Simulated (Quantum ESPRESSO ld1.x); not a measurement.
Species: Au76+. Configuration: [He] 2s1. Calculated with ld1.x of Quantum ESPRESSO 7.5: Dirac Kohn-Sham, PBE, spin-unpolarised, spherical densities, point nucleus.

Unscreened Slater integrals over Kohn-Sham orbitals (eV). Large and small components are both included.

F0(2s1/2,2s1/2): 366.61
F0(2s1/2,1s1/2): 530.91
G0(2s1/2,1s1/2): 66.626
F0(1s1/2,1s1/2): 1544.3
